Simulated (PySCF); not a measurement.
**Electron correlation in Cl (chlorine, neutral)**

[Ne] 3s2 3p5, 2P determinant. Calculation: PySCF 2.14, in aug-cc-pCVTZ-DK with one added diffuse shell each of s, p, d, f type (9s8p6d4f, 91 functions); the spin-free X2C one-electron Hamiltonian (Gaussian nucleus). Frozen: 1s2; 15 electrons correlated.

| level | correlation energy (mhartree) |
| --- | --- |
| CCSD | -487.38 |
| (T) | -8.69 |
| CCSD(T) | -496.07 |

Diagnostics: T1 = 0.0056, D1 = 0.0259, largest double amplitude 0.037.

Cost of the coupled-cluster step: roughly 100 core-seconds, for 15 correlated electrons.
